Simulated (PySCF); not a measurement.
## Polarisability and C₆ of Cr²⁺ (chromium, charge +2)

[Ar] 3d4, high-spin 5D determinant. All numbers are calculated (PySCF 2.14, the non-relativistic Hamiltonian (point nucleus), in aug-cc-pVTZ with one added diffuse shell each of s, p, d, f, g type (9s8p6d4f3g, 118 functions)). Coupled (time-dependent) response in atomic units; α is the mean over directions.

```json
{"method": "wB97X", "mean α (bohr³)": "4.220", "α xx, yy, zz": "3.942, 3.942, 4.774", "C₆ (like pair)": "12.60", "S(−4)": "11.02"}
```

S(−4) is the Cauchy moment in α(ω) = α(0) + S(−4) ω² + …

α(iu) at wB97X:

```
u (hartree)  α(iu) (bohr³)
          0          4.220
     0.0500          4.192
      0.100          4.115
      0.200          3.851
      0.300          3.527
      0.500          2.925
      0.750          2.365
       1.00          1.962
       1.50          1.415
       2.00          1.063
       3.00         0.6543
       5.00         0.3145
```

For an ion, C₆ is the dispersion term alone; charge-induced terms of lower order in 1/R come first.

The components differ because the open shell of this determinant is not spherical; for a pure term their mean is the scalar polarisability.
